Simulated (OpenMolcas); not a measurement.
Computed levels of 5s² 5p³ in ions with 51 electrons, in cm-1 above ⁴S°_3/2.

```
Program             : OpenMolcas
Method              : RASSCF
Basis               : ANO-RCC-VQZP
Scalar Hamiltonian  : DKH2, point nucleus
Spin-orbit coupling : state interaction with AMFI integrals over the reference wave functions, term energies averaged over their components
```

Active space for each ion: 3 electrons in 9 orbitals (RAS2 5p; RAS3 5d 6s, at most 1 electron).

| Level | Sb | Te+ | Xe3+ |
| --- | --- | --- | --- |
| ²D°_3/2 | 12480 | 14465 | 17469 |
| ²D°_5/2 | 13419 | 16163 | 21262 |
| ²P°_1/2 | 21952 | 26339 | 33988 |
| ²P°_3/2 | 23253 | 28755 | 39826 |

Q: Estimate ²D°_3/2, ²D°_5/2 for I2+ from its neighbours Te+ and Xe3+.

A: ²D°_3/2 is another term, which grows about linearly with the charge: (14465 + 17469) / 2 = 15967. The calculation gives 16022, so the estimate is off by -0.3 %.
²D°_5/2 is another term, which grows about linearly with the charge: (16163 + 21262) / 2 = 18712. The calculation gives 18659, so the estimate is off by +0.3 %.

With the s shell closed, the reference lacks s² → p² mixing. No level of 5s² 5p² 5d was computed, though it lies in the active space (holds for Sb). Only configurations of the active space appear.

° marks odd parity.
